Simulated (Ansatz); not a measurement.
C3H7F3O2Si: where a starting geometry ends

The starting geometry of this gas-phase triplet was optimised with GFN2-xTB as a singlet; its bonds are those of `CCOCO[Si](F)(F)F`.

```yaml
atoms:
  - { symbol: C, position_ang: [-3.3405, 2.1983, -0.2889] }
  - { symbol: C, position_ang: [-1.8923, 1.7425, -0.2654] }
  - { symbol: C, position_ang: [-0.5366, 0.0191, -1.1070] }
  - { symbol: F, position_ang: [2.8926, 0.4225, -0.8033] }
  - { symbol: F, position_ang: [2.2958, -0.4248, -3.0804] }
  - { symbol: F, position_ang: [2.4114, 2.0998, -2.6649] }
  - { symbol: O, position_ang: [-1.7671, 0.6049, -1.1185] }
  - { symbol: O, position_ang: [0.4315, 0.8757, -1.6869] }
  - { symbol: Si, position_ang: [1.9611, 0.7249, -2.0478] }
  - { symbol: H, position_ang: [-3.6320, 2.4444, -1.3055] }
  - { symbol: H, position_ang: [-3.4603, 3.0752, 0.3406] }
  - { symbol: H, position_ang: [-3.9872, 1.4048, 0.0740] }
  - { symbol: H, position_ang: [-1.5875, 1.4619, 0.7536] }
  - { symbol: H, position_ang: [-1.2302, 2.5409, -0.6204] }
  - { symbol: H, position_ang: [-0.6147, -0.8968, -1.7012] }
  - { symbol: H, position_ang: [-0.1999, -0.2203, -0.0827] }
```

Question: Where would you expect an optimisation with PBE0-D3(BJ)/def2-SVP to take it?

Answer: It falls apart into C3H6F3O2Si + H. Contacts that open: C3–H16 (1.10 → 3.79 Å).

The energy falls by 4.24 eV over 58 steps:

```
step  E − E(last) (eV)
   1             4.239
   7             0.991
  14             0.092
  20             0.039
  26             0.034
  33             0.015
  39             0.010
  45             0.004
  52             0.000
  58             0.000
```

Final geometry (Å):

```xyz
16

C    -2.3828    1.7899    0.3345
C    -1.9247    1.9764   -1.0875
C    -0.7975    0.6812   -2.7155
F     1.0593    1.6994   -0.0172
F     1.6539   -0.6253   -0.9493
F     2.9396    1.4788   -1.7621
O    -1.5597    0.6982   -1.6147
O     0.4901    1.1467   -2.5771
Si    1.5153    0.9155   -1.3336
H    -3.2145    1.0720    0.3846
H    -2.7251    2.7486    0.7507
H    -1.5583    1.4152    0.9578
H    -1.0620    2.6600   -1.1337
H    -2.7239    2.3960   -1.7224
H    -0.8886   -0.2353   -3.3086
H    -1.0772   -1.7444    0.1896
```

The end wasn't checked by frequencies. Open shells are spin-unrestricted. The triplet needn't be the ground state. Run with Ansatz 0.2.0, 8 min on 4 threads of Arm Neoverse V1, with other jobs on the host.
